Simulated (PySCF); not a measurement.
A TDDFT job was run through a driver script with this input:

```
{"job": {"kind": "uv", "xc": "CAM-B3LYP", "basis": "def2-SVPD", "ip": true}, "charge": 0, "multiplicity": 1}
Si     1.822633    -0.509469     0.012423
Si     0.095205     1.071874    -0.130032
Si    -1.905323    -0.109088     0.158414
Cl    -1.656945    -1.889819    -0.892459
H      3.148750     0.172102     0.122319
H      1.811558    -1.374321    -1.203788
H      1.610216    -1.354745     1.226774
H      0.095757     1.736833    -1.470544
H      0.224729     2.118722     0.932926
H     -3.115262     0.580038    -0.376951
H     -2.133619    -0.446050     1.594544
```

Level of theory: PySCF, TDDFT CAM-B3LYP/def2-SVPD, vertical, gas phase, core orbitals frozen in the response. Job line and output are in the format of a driver script around the code.

Q: What does the script print for it?

A: 
```
coarse grid: 10840 points
cycle   1  E = -1332.3479432382  dE = -2.066e-01  |g| = 2.719e-01  |ddm| = 3.382e+00
cycle   2  E = -1332.3609801135  dE = -1.304e-02  |g| = 2.165e-01  |ddm| = 7.889e-01
cycle   3  E = -1332.3752708237  dE = -1.429e-02  |g| = 2.189e-02  |ddm| = 3.477e-01
cycle   4  E = -1332.3754733984  dE = -2.026e-04  |g| = 5.482e-03  |ddm| = 6.841e-02
cycle   5  E = -1332.3754850756  dE = -1.168e-05  |g| = 9.606e-04  |ddm| = 1.428e-02
cycle   6  E = -1332.3754855194  dE = -4.438e-07  |g| = 2.592e-04  |ddm| = 2.509e-03
final grid: 85128 points
cycle   7  E = -1332.5319325072  dE = -3.693e-06  |g| = 1.387e-03  |ddm| = 1.761e-02
cycle   8  E = -1332.5319327017  dE = -1.944e-07  |g| = 1.076e-03  |ddm| = 3.788e-03
cycle   9  E = -1332.5319329994  dE = -2.977e-07  |g| = 6.141e-05  |ddm| = 1.595e-03
cycle  10  E = -1332.5319330007  dE = -1.241e-09  |g| = 2.494e-05  |ddm| = 1.608e-04
cycle  11  E = -1332.5319330009  dE = -2.281e-10  |g| = 4.016e-06  |ddm| = 5.652e-05
converged SCF energy = -1332.5319330009

Static polarisability (au): isotropic 102.285, principal 86.392 103.689 116.775

Singlet excitations
state   eV       nm        f      main configurations
  1   6.2150    199.5   0.02606   H->L 0.86
  2   6.8121    182.0   0.02267   H->L+2 0.68, H->L+1 0.11
  3   7.0920    174.8   0.01523   H-2->L 0.52, H-1->L 0.36
  4   7.1710    172.9   0.11689   H->L+1 0.77, H->L+2 0.10
  5   7.2959    169.9   0.11316   H-1->L 0.44, H-2->L 0.35
  6   7.4196    167.1   0.06671   H->L+3 0.68, H-1->L+1 0.09
  7   7.5979    163.2   0.03305   H->L+5 0.52, H-1->L+2 0.21
  8   7.6638    161.8   0.31986   H-1->L+1 0.45, H->L+4 0.18, H->L+3 0.16
  9   7.6881    161.3   0.04966   H-1->L+2 0.37, H->L+4 0.28, H->L+5 0.16
 10   7.8290    158.4   0.02454   H->L+4 0.23, H-1->L+2 0.18, H->L+6 0.13

Triplet excitations (Tamm-Dancoff, eV): 5.5847 6.0962 6.3381 6.5669
Vertical ionisation energy (delta-SCF) = 9.9686 eV
```

The structure is a single PBE0-D3(BJ)/def2-SVP conformer in the gas phase; no vibrational or solvent corrections.

The SCF starts on a coarse grid; the energy jumps when the final grid takes over, and dE counts afresh there. H and L stand for HOMO and LUMO.

The vertical ionisation energy (ΔSCF) is 9.97 eV, 2.14 eV above S10.

Shape of the structure used: `[SiH3:1][SiH2:2][SiH2:3][Cl:4]`: Si1–Si2–Si3–Cl4 -40°.
